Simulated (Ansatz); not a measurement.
Molecule: sum formula AlBrCl2 (charge 0, singlet). 
Coordinates optimised at B3LYP-D3(BJ)/def2-TZVP (Ansatz, a program for electronic structure):
```
Al
Cl 1 2.0781
Cl 1 2.0781 2 119.67
Br 1 2.2344 2 120.16 3 180.00
```

Wanted: atomisation energy (electronic, to ground-state atoms), in eV. Cores are frozen in the correlated levels unless marked. UHF or UKS for open shells. Spin-orbit coupling is left out. The frozen core is the preceding noble-gas configuration, with the filled d and f shells of earlier blocks. No relativistic terms. The coupled-cluster limit lacks core correlation, which all-electron functionals hold. CBS marks a two-point X^-3 extrapolation of the correlation energy; Hartree-Fock from the larger set. [CCSD(T)-MP2]/basis is that difference in the basis named.

```tsv
level	program	atomisation energy (eV)
SVWN5/def2-TZVPD	Ansatz	14.29
PBE-D3(BJ)/def2-TZVPD	Ansatz + dftd3	12.84
HSE06-D4/def2-TZVPD	Ansatz + dftd4	12.80
LC-wPBE/def2-TZVPD	Ansatz	12.59
B2GP-PLYP-D4/def2-TZVPD	Ansatz + dftd4	12.63
MP2/def2-SVPD	Ansatz	12.58
MP2/def2-QZVPP	Ansatz	13.39
SCS-MP2/def2-TZVPP	Ansatz	12.63
SCS-MP2/def2-QZVPP	Ansatz	12.94
CCSD(T)/def2-TZVPPD	Ansatz	12.41
CCSD(T)/def2-QZVPP	Ansatz	12.74
RI-MP2/CBS(def2-TZVPPD,def2-QZVPPD)+[CCSD(T)-MP2]/def2-TZVPPD	Ansatz	12.89
RI-MP2/CBS(def2-TZVPPD,def2-QZVPPD)+[CCSD(T)-MP2]/def2-QZVPPD	Ansatz	12.94
CCSD(T)/CBS(def2-TZVPP,def2-QZVPP)	Ansatz	12.99
CCSD(T)/CBS(def2-TZVPPD,def2-QZVPPD)	Ansatz	12.98
```
